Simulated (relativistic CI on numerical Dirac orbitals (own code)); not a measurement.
## Sensitivity of the levels of Ta XXI to α and to the nuclear radius

Method of calculation: Dirac-Coulomb-Breit CI, separate exchange-only KLI orbitals for each configuration, derivatives by finite differences, unscaled Slater integrals, QED left out (own radial code, finite nucleus).

CI space (outside the closed core [Kr] 4d10): 4f⁷.

With x = (α/α₀)² − 1 an excitation energy changes as ω = ω₀ + qx; K = 2q/ω₀ is the relative enhancement. Terms are leading LS components, so labels can repeat. The field-shift factor is F = δν/δ⟨r²⟩ for the transition from the lowest level.

Lowest level 4f⁷ ⁸S°7/2.

```tsv
Level	ω₀ (cm⁻¹)	q (cm⁻¹)	F (GHz/fm²)
4f⁷ ⁶P°7/2	63800.0	-16270	0.00195
4f⁷ ⁶P°5/2	68075.5	-7910	0.349
4f⁷ ⁶P°3/2	71531.3	-2800	0.569
4f⁷ ⁶I°7/2	72143.2	-11000	0.277
4f⁷ ⁶I°9/2	74800.4	-6272	0.481
4f⁷ ⁶I°17/2	75120.4	-4133	0.586
4f⁷ ⁶I°11/2	76899.3	-1642	0.676
4f⁷ ⁶I°15/2	77710.0	559.1	0.777
4f⁷ ⁶I°13/2	77889.6	265.9	0.762
4f⁷ ⁶D°9/2	83931.2	-5782	0.585
4f⁷ ⁶D°7/2	89522.0	96.63	0.852
4f⁷ ⁶D°1/2	90738.5	6214	1.08
4f⁷ ⁶D°3/2	92114.6	7612	1.15
```

At this charge energies of transitions that change n are usually good to better than 1 %, and those within a shell (Δn = 0) to a few per cent. Terms inside the open d or f shell come out 10 to 20 % too wide with unscaled integrals.

(1) Which transition from the lowest level has the largest |K|?

Results:

(1) 4f⁷ ⁶P°7/2 at 63800.0 cm⁻¹, K = -0.51.
